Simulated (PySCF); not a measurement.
# Badger's rule along the second period: bonds to S

r²SCAN in PySCF with def2-SVPD on every atom, for the lowest determinant that a PBE0 search found; no spin–orbit coupling. Badger's rule says that Re = d + c·k^(−1/3) for bonds between atoms of fixed rows.

```
molecule  state (unpaired electrons)  Re (Å)  k (mdyn/Å)
      SN               doublet (π ↑)   1.509        8.87
      CS      singlet (closed shell)   1.544           ?
      BS               doublet (σ ↑)   1.620           ?
      SF               doublet (π ↑)   1.636           ?
     BeS      singlet (closed shell)   1.763        4.03
```

Q: Fix c and d from SN and BeS.

A: c = (1.763 − 1.509)/(4.03^(−1/3) − 8.87^(−1/3)) = 1.748, d = 1.509 − c·8.87^(−1/3) = 0.665 Å.

Q: Predict k of the others and set the computed values beside them.

A: 

```json
{"molecule": "CS", "k by the rule": "7.85", "k computed": "8.78", "difference (%)": "-11"}
{"molecule": "BS", "k by the rule": "6.12", "k computed": "6.96", "difference (%)": "-12"}
{"molecule": "SF", "k by the rule": "5.83", "k computed": "4.78", "difference (%)": "22"}
```

The rule misses by 15 % on average; it knows nothing of spin state or of how ionic a bond is, and both change along this series.

States were picked by a PBE0 search and need not be the measured ground states.
